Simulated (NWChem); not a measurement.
The numbers come from NWChem runs, not from measurements. System: HAs, charge 0, spin multiplicity 3, at a geometry optimised with UPBE0/def2-SVP. The structure started from a generated list of species. Its SCF solution wasn't tested for a lower state. Level: UHF/def2-TZVP.

Input file:

```
start mol
memory heap 200 mb stack 900 mb global 1100 mb
geometry units angstroms nocenter noautoz
  As     0.000000     0.000000     0.045131
  H      0.000000     0.000000    -1.489334
  symmetry group C2v
end
basis spherical
  * library def2-tzvp
end
scf
  uhf
  nopen 2
  maxiter 100
  thresh 1e-7
  semidirect memsize 60000000 filesize 0
  # guess.movecs holds the orbitals of an unrestricted PBE0 run
  vectors input guess.movecs output mol.movecs
end
task scf energy
```

NWChem printed:

```
             Northwest Computational Chemistry Package (NWChem) 7.3.0
             --------------------------------------------------------

                                NWChem Input Module
                                -------------------

 Scaling coordinates for geometry "geometry" by  1.889725989
 (inverse scale =  0.529177249)

 Turning off AUTOSYM since
 SYMMETRY directive was detected!

                             Geometry "geometry" -> ""
                             -------------------------

 Output coordinates in angstroms (scale by  1.889725989 to convert to a.u.)

  No.       Tag          Charge          X              Y              Z
 ---- ---------------- ---------- -------------- -------------- --------------
    1 As                  33.0000     0.00000000     0.00000000     0.04513100
    2 H                    1.0000     0.00000000     0.00000000    -1.48933400

 Effective nuclear repulsion energy (a.u.)      11.3804154653

            Nuclear Dipole moment (a.u.)
            ----------------------------
        X                 Y               Z
 ---------------- ---------------- ----------------
     0.0000000000     0.0000000000    -0.0000207870

      Symmetry information
      --------------------

 Group name             C2v
 Group number             16
 Group order               4
 No. of unique centers     2

      Symmetry unique atoms

     1    2


 Summary of "ao basis" -> "" (spherical)
 ------------------------------------------------------------------------------
       Tag                 Description            Shells   Functions and Types
 ---------------- ------------------------------  ------  ---------------------
 *                         def2-tzvp                  on all atoms

 Summary of "ao basis" -> "ao basis" (spherical)
 ------------------------------------------------------------------------------
       Tag                 Description            Shells   Functions and Types
 ---------------- ------------------------------  ------  ---------------------
 As                        def2-tzvp                16       48   6s5p4d1f
 H                         def2-tzvp                 4        6   3s1p

                                 NWChem SCF Module
                                 -----------------

  ao basis        = "ao basis"
  functions       =    54
  atoms           =     2
  alpha electrons =    18
  beta  electrons =    16
  charge          =   0.00
  wavefunction    = UHF
  use symmetry    = T
  symmetry adapt  = T

 Summary of "ao basis" -> "ao basis" (spherical)
 ------------------------------------------------------------------------------
       Tag                 Description            Shells   Functions and Types
 ---------------- ------------------------------  ------  ---------------------
 As                        def2-tzvp                16       48   6s5p4d1f
 H                         def2-tzvp                 4        6   3s1p

      Symmetry analysis of basis
      --------------------------

        a1         25
        a2          5
        b1         12
        b2         12

 Forming initial guess at       0.1s

   Symmetry analysis of molecular orbitals - initial alpha
   -------------------------------------------------------

  Numbering of irreducible representations:

     1 a1          2 a2          3 b1          4 b2

  Orbital symmetries:

     1 a1          2 a1          3 b2          4 b1          5 a1
     6 a1          7 b2          8 b1          9 a1         10 a1
    11 a2         12 b2         13 b1         14 a1         15 a1
    16 a1         17 b2         18 b1         19 a1         20 a1
    21 b2         22 b1         23 a2         24 a1         25 a1
    26 b1         27 b2         28 a1

   Symmetry analysis of molecular orbitals - initial beta
   ------------------------------------------------------

  Numbering of irreducible representations:

     1 a1          2 a2          3 b1          4 b2

  Orbital symmetries:

     1 a1          2 a1          3 a1          4 b1          5 b2
     6 a1          7 a1          8 b2          9 b1         10 a1
    11 a2         12 a1         13 b2         14 b1         15 a1
    16 a1         17 b2         18 b1         19 a1         20 a1
    21 b2         22 b1         23 a2         24 a1         25 a1
    26 b1         27 b2         28 a1

 Starting SCF solution at       0.1s

 ----------------------------------------------
         Quadratically convergent UHF

 Convergence threshold     :          1.000E-07
 Maximum no. of iterations :          100
 Integral*density screening:          1.000E-09
 ----------------------------------------------

              iter       energy          gnorm     gmax       time
             ----- ------------------- --------- --------- --------
                 1    -2234.7537919094  5.58D-01  2.68D-01      1.5
                 2    -2234.7629643420  1.33D-01  3.05D-02      1.5
                 3    -2234.7639270963  6.61D-03  1.83D-03      1.6
                 4    -2234.7639498007  3.05D-05  9.08D-06      1.6
                 5    -2234.7639498011  4.55D-09  1.35D-09      1.8

       Final UHF  results
       ------------------

         Total SCF energy =  -2234.763949801064
      One electron energy =  -3138.086228531679
      Two electron energy =    891.941863265297
 Nuclear repulsion energy =     11.380415465319

                       Sz =      1.0000
                 Sz(Sz+1) =      2.0000
                      S^2 =      2.0201

        Time for solution =      1.7s

       Symmetry analysis of molecular orbitals - alpha
[...]
  Numbering of irreducible representations:

     1 a1          2 a2          3 b1          4 b2

  Orbital symmetries:

     1 a1          2 a1          3 b2          4 b1          5 a1
     6 a1          7 b2          8 b1          9 a1         10 a2
    11 a1         12 a1         13 b2         14 b1         15 a1
    16 a1         17 b2         18 b1         19 a1         20 a1
    21 a1         22 a2         23 b2         24 b1         25 b1
    26 b2         27 a1         28 a1

       Symmetry analysis of molecular orbitals - beta
       ----------------------------------------------

  Numbering of irreducible representations:

     1 a1          2 a2          3 b1          4 b2

  Orbital symmetries:

     1 a1          2 a1          3 a1          4 b1          5 b2
     6 a1          7 a1          8 b2          9 b1         10 a1
    11 b2         12 b1         13 a2         14 a1         15 a1
    16 a1         17 b1         18 b2         19 a1         20 a1
    21 b1         22 b2         23 a1         24 a2         25 a1
    26 b2         27 b1         28 a1

          Final alpha eigenvalues
          -----------------------

              1
    1 -432.5828
    2  -56.3068
    3  -50.1538
    4  -50.1538
    5  -50.1498
    6   -8.0317
    7   -5.8893
    8   -5.8893
    9   -5.8782
   10   -2.1162
   11   -2.1162
   12   -2.1114
   13   -2.1112
   14   -2.1112
   15   -0.8246
   16   -0.4532
   17   -0.3642
   18   -0.3642
   19    0.1381
   20    0.2741
   21    0.3263
   22    0.3263
   23    0.3344
   24    0.3344
   25    0.4316
   26    0.4316
   27    0.4397
   28    0.6109

          Final beta eigenvalues
          ----------------------

              1
    1 -432.5773
    2  -56.3046
    3  -50.1487
    4  -50.1462
    5  -50.1462
    6   -8.0213
    7   -5.8770
    8   -5.8692
    9   -5.8692
   10   -2.1082
   11   -2.1062
   12   -2.1062
   13   -2.1059
   14   -2.1059
   15   -0.6824
   16   -0.4199
   17    0.0435
   18    0.0435
   19    0.1591
   20    0.3020
   21    0.3849
   22    0.3849
   23    0.4197
   24    0.4197
   25    0.4600
   26    0.5089
   27    0.5089
   28    0.6379

                    UHF Final Alpha Molecular Orbital Analysis
                    ------------------------------------------

 Vector   16  Occ=1.000000D+00  E=-4.532119D-01  Symmetry=a1
              MO Center= -9.8D-16,  5.9D-17, -3.8D-01, r^2= 2.1D+00
   Bfn.  Coefficient  Atom+Function         Bfn.  Coefficient  Atom+Function
  ----- ------------  ---------------      ----- ------------  ---------------
    18      0.394868  1 As pz                 6      0.283287  1 As s
    21      0.275338  1 As pz                50     -0.253750  2 H  s
    12     -0.222711  1 As pz                 5      0.216521  1 As s

 Vector   17  Occ=1.000000D+00  E=-3.642061D-01  Symmetry=b2
              MO Center= -4.6D-17, -3.2D-16,  1.2D-02, r^2= 2.1D+00
   Bfn.  Coefficient  Atom+Function         Bfn.  Coefficient  Atom+Function
  ----- ------------  ---------------      ----- ------------  ---------------
    17      0.561114  1 As py                20      0.517494  1 As py
    11     -0.294926  1 As py

 Vector   18  Occ=1.000000D+00  E=-3.642061D-01  Symmetry=b1
              MO Center=  3.7D-16, -4.7D-18,  1.2D-02, r^2= 2.1D+00
   Bfn.  Coefficient  Atom+Function         Bfn.  Coefficient  Atom+Function
  ----- ------------  ---------------      ----- ------------  ---------------
    16      0.561114  1 As px                19      0.517494  1 As px
    10     -0.294926  1 As px

 Vector   19  Occ=0.000000D+00  E= 1.380863D-01  Symmetry=a1
              MO Center= -8.5D-19, -2.9D-18, -6.8D-01, r^2= 4.6D+00
   Bfn.  Coefficient  Atom+Function         Bfn.  Coefficient  Atom+Function
  ----- ------------  ---------------      ----- ------------  ---------------
    51      1.785786  2 H  s                 21      1.287863  1 As pz
     6     -1.049831  1 As s                 12     -0.150562  1 As pz

 Vector   20  Occ=0.000000D+00  E= 2.741375D-01  Symmetry=a1
              MO Center= -3.4D-16,  3.6D-16, -8.6D-01, r^2= 4.2D+00
   Bfn.  Coefficient  Atom+Function         Bfn.  Coefficient  Atom+Function
  ----- ------------  ---------------      ----- ------------  ---------------
    51      1.451773  2 H  s                 39     -0.707959  1 As d  0
    50     -0.656765  2 H  s                  5     -0.359693  1 As s
     6     -0.272666  1 As s                 34      0.182672  1 As d  0

 Vector   21  Occ=0.000000D+00  E= 3.262564D-01  Symmetry=a1
              MO Center=  3.8D-14, -3.2D-14,  3.9D-02, r^2= 3.1D+00
   Bfn.  Coefficient  Atom+Function         Bfn.  Coefficient  Atom+Function
  ----- ------------  ---------------      ----- ------------  ---------------
    41      1.077529  1 As d  2              36     -0.192440  1 As d  2
    26     -0.152103  1 As d  2

                     UHF Final Beta Molecular Orbital Analysis
                     -----------------------------------------

 Vector   14  Occ=1.000000D+00  E=-2.105908D+00  Symmetry=a1
              MO Center=  5.6D-15,  2.8D-15,  4.5D-02, r^2= 1.5D-01
   Bfn.  Coefficient  Atom+Function         Bfn.  Coefficient  Atom+Function
  ----- ------------  ---------------      ----- ------------  ---------------
    26      0.910334  1 As d  2              31      0.190235  1 As d  2

 Vector   15  Occ=1.000000D+00  E=-6.824374D-01  Symmetry=a1
              MO Center= -1.3D-17,  3.0D-18, -5.3D-01, r^2= 1.3D+00
   Bfn.  Coefficient  Atom+Function         Bfn.  Coefficient  Atom+Function
  ----- ------------  ---------------      ----- ------------  ---------------
     5      0.551002  1 As s                  6      0.389567  1 As s
     4     -0.307519  1 As s                  3     -0.210398  1 As s
    50      0.206458  2 H  s

 Vector   16  Occ=1.000000D+00  E=-4.198735D-01  Symmetry=a1
              MO Center= -1.6D-16, -7.7D-17, -5.4D-02, r^2= 2.1D+00
   Bfn.  Coefficient  Atom+Function         Bfn.  Coefficient  Atom+Function
  ----- ------------  ---------------      ----- ------------  ---------------
     6      0.388346  1 As s                 18      0.364874  1 As pz
     5      0.318492  1 As s                 50     -0.262401  2 H  s
    21      0.260616  1 As pz                12     -0.214950  1 As pz
     4     -0.176107  1 As s

 Vector   17  Occ=0.000000D+00  E= 4.346749D-02  Symmetry=b1
              MO Center=  9.2D-16, -1.5D-13,  2.2D-02, r^2= 2.7D+00
   Bfn.  Coefficient  Atom+Function         Bfn.  Coefficient  Atom+Function
  ----- ------------  ---------------      ----- ------------  ---------------
    19      0.764896  1 As px                16      0.276116  1 As px
    10     -0.240602  1 As px

 Vector   18  Occ=0.000000D+00  E= 4.346749D-02  Symmetry=b2
              MO Center=  1.5D-13,  9.6D-16,  2.2D-02, r^2= 2.7D+00
   Bfn.  Coefficient  Atom+Function         Bfn.  Coefficient  Atom+Function
  ----- ------------  ---------------      ----- ------------  ---------------
    20      0.764896  1 As py                17      0.276116  1 As py
    11     -0.240602  1 As py

 Vector   19  Occ=0.000000D+00  E= 1.591238D-01  Symmetry=a1
              MO Center= -2.1D-16, -3.1D-16, -8.7D-01, r^2= 4.6D+00
   Bfn.  Coefficient  Atom+Function         Bfn.  Coefficient  Atom+Function
  ----- ------------  ---------------      ----- ------------  ---------------
    51      1.940544  2 H  s                 21      1.329909  1 As pz
     6     -1.178614  1 As s

 center of mass
 --------------
 x =   0.00000000 y =   0.00000000 z =   0.04679674

 moments of inertia (a.u.)
 ------------------
           8.361683116960           0.000000000000           0.000000000000
           0.000000000000           8.361683116960           0.000000000000
           0.000000000000           0.000000000000           0.000000000000

  Mulliken analysis of the total density
  --------------------------------------

    Atom       Charge   Shell Charges
 -----------   ------   -------------------------------------------------------
    1 As  33    33.04   2.00  2.00  1.17  0.78  0.99  0.95  5.99  5.76  0.36  1.59  1.37  8.94  1.06  0.00  0.06  0.01
    2 H    1     0.96   0.22  0.54  0.18  0.01

  Mulliken analysis of the alpha density
  --------------------------------------

    Atom       Charge   Shell Charges
 -----------   ------   -------------------------------------------------------
    1 As  33    17.57   1.00  1.00  0.59  0.39  0.50  0.50  3.00  2.89  0.20  1.30  1.16  4.46  0.53  0.01  0.04  0.00
    2 H    1     0.43   0.10  0.25  0.07  0.01

   Mulliken analysis of the beta density
   -------------------------------------

    Atom       Charge   Shell Charges
 -----------   ------   -------------------------------------------------------
    1 As  33    15.48   1.00  1.00  0.58  0.39  0.49  0.46  3.00  2.87  0.16  0.29  0.21  4.48  0.53 -0.01  0.02  0.00
    2 H    1     0.52   0.12  0.30  0.10  0.00

   Mulliken analysis of the spin density
   -------------------------------------

    Atom       Charge   Shell Charges
 -----------   ------   -------------------------------------------------------
    1 As  33     2.09  -0.00  0.00  0.00 -0.00  0.01  0.04  0.00  0.02  0.05  1.01  0.95 -0.02  0.01  0.01  0.02 -0.00
    2 H    1    -0.09  -0.01 -0.05 -0.03  0.00

       Multipole analysis of the density wrt the origin
       ------------------------------------------------

     L   x y z        total         alpha         beta         nuclear
     -   - - -        -----         -----         ----         -------
     0   0 0 0     -0.000000    -18.000000    -16.000000     34.000000

     1   1 0 0      0.000000      0.000000      0.000000      0.000000
     1   0 1 0      0.000000      0.000000      0.000000      0.000000
     1   0 0 1     -0.109297     -0.033379     -0.075898     -0.000021

     2   2 0 0    -14.215802    -10.178718     -4.037083      0.000000
     2   1 1 0     -0.000000     -0.000000      0.000000      0.000000
     2   1 0 1      0.000000     -0.000000      0.000000      0.000000
     2   0 2 0    -14.215802    -10.178718     -4.037083      0.000000
     2   0 1 1      0.000000     -0.000000      0.000000      0.000000
     2   0 0 2    -14.146301    -12.212766    -10.094596      8.161062

 Task  times  cpu:        1.8s     wall:        1.8s

 Total times  cpu:        1.8s     wall:        1.8s
```
